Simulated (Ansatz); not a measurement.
Gas-phase electronic energies from Ansatz, PBE0-D4/def2-TZVP geometries. CBS: MP2 limit from def2 TZ/QZ plus the TZ coupled-cluster correction, frozen cores. For Ge outer-core shells are correlated without core-valence functions, which leaves a few kJ/mol of doubt a bond. Scalar relativity is left out up to krypton. One conformer a species, not always the lowest.

Reaction (isomerisation): `B[CH]([GeH3])C=N` → `[BH2][GeH2][C](C)=N`

`B[CH]([GeH3])C=N`:

Z-matrix (Å, degrees):
```
Ge
C 1 2.033
B 1 2.552 2 36.8
H 1 1.531 2 107.7 3 -113.9
H 1 1.540 2 110.6 3 5.8
H 1 1.531 2 106.9 3 125.0
C 2 1.484 1 108.1 3 121.3
H 2 1.092 1 104.5 3 -118.2
H 3 1.198 1 105.5 2 -115.8
H 3 1.196 1 106.9 2 115.8
N 7 1.265 2 127.7 1 116.6
H 7 1.095 2 115.1 1 -65.1
H 11 1.022 7 110.9 2 -1.5
```

`[BH2][GeH2][C](C)=N`:

Cartesian coordinates in Å:
```
B 1.611 -0.129 -1.646
Ge 0.184 -1.129 -0.562
C -0.918 0.189 0.459
C -0.219 0.995 1.508
N -2.152 0.366 0.250
H 1.637 -0.146 -2.840
H 2.424 0.530 -1.069
H 0.860 -2.065 0.463
H -0.820 -1.953 -1.393
H 0.608 1.562 1.070
H 0.218 0.337 2.265
H -0.921 1.682 1.983
H -2.511 -0.242 -0.486
```

CCSD(T)/CBS gives +10.3 kcal/mol.

Another level gave +8.3 kcal/mol. Which?
A. MP2/def2-TZVPP
B. SCS-MP2/def2-TZVPP
C. HF/def2-TZVPP
D. CCSD/def2-TZVPP

C. HF/def2-TZVPP 8.3, CCSD/def2-TZVPP 10.1, SCS-MP2/def2-TZVPP 11.1, MP2/def2-TZVPP 12.4 kcal/mol.

Largest T1 diagnostic among the species: 0.014.

From PBE to PBE0 (25 % exact exchange), in def2-TZVPP and without D4, ΔE moves by +1.1 kcal/mol. In def2-TZVPP, CCSD(T) changes the Hartree–Fock value by +2.3 kcal/mol (the triples alone add +0.5 kcal/mol) and MP2 by +4.1 kcal/mol.
